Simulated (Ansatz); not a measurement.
`Cl[SiH2][SeH]` → H• + `Cl[SiH][SeH]`• at 700 K and 1 bar (homolysis of the H–Si bond).

Isolated molecules relaxed with PBE0-D4/def2-TZVP in Ansatz; ΔE leaves out vibrations. CCSD(T)/CBS adds triple-zeta CCSD(T) − MP2 to the extrapolated MP2 energy (def2 sets, frozen cores). This one scheme is used for every species, atoms too. Open shells (•) are unrestricted, without spin–orbit coupling. For Se outer-core shells are correlated without core-valence functions, so the limit isn't a true one: a few kJ/mol of doubt a bond, and 10 to 20 or more in all where bonds break to atoms. Scalar relativity is left out up to krypton. One conformer a species, not always the lowest.

```csv
species,CCSD(T)/CBS energy (Eh),H − E (kJ/mol),S (J/(mol·K))
`Cl[SiH2][SeH]`,-3151.43476,124.3,403.7
H•,-0.50000,14.6,132.5
`Cl[SiH][SeH]`•,-3150.78498,95.9,390.8
```

H − E and S are ideal-gas, rigid-rotor, harmonic terms from PBE0-D4/def2-TZVP, for one conformer and one mirror image of each species, with the whole ground term of open shells counted as degenerate. 1 Eh = 2625.50 kJ/mol, R = 8.31446 J/(mol·K).

Q: By hand: ΔE, ΔH, ΔS and ΔG.

A: ΔE = (-0.50000) + (-3150.78498) − (-3151.43476) = 0.14978 Eh = 393.2 kJ/mol. Δ(H − E) = 14.6 + 95.9 − 124.3 = -13.8, so ΔH = 379.4 kJ/mol. ΔS = 132.5 + 390.8 − 403.7 = 119.6 J/(mol·K). ΔG = 379.4 − 700 × (119.6)/1000 = 295.7 kJ/mol.

Q: By hand: the equilibrium constant, and the temperature at which ΔG would vanish if ΔH and ΔS stayed fixed.

A: log₁₀ K = −ΔG/(RT ln 10) = -22.1. ΔG = 0 at ΔH/ΔS = 3172 K, far beyond where these terms or the molecules hold.

The number of gas molecules changes by +1, which sets the sign of ΔS. A doubt of 5 kJ/mol in ΔE shifts log₁₀ K by 0.4 here. Other conformers and mirror images would add mixing entropy, several J/(mol·K) or more a flexible species. These are equilibria of isolated gas molecules and say nothing of rates. Largest T1 diagnostic: 0.012 (customary marks: 0.02 for closed shells, 0.045 for open ones).
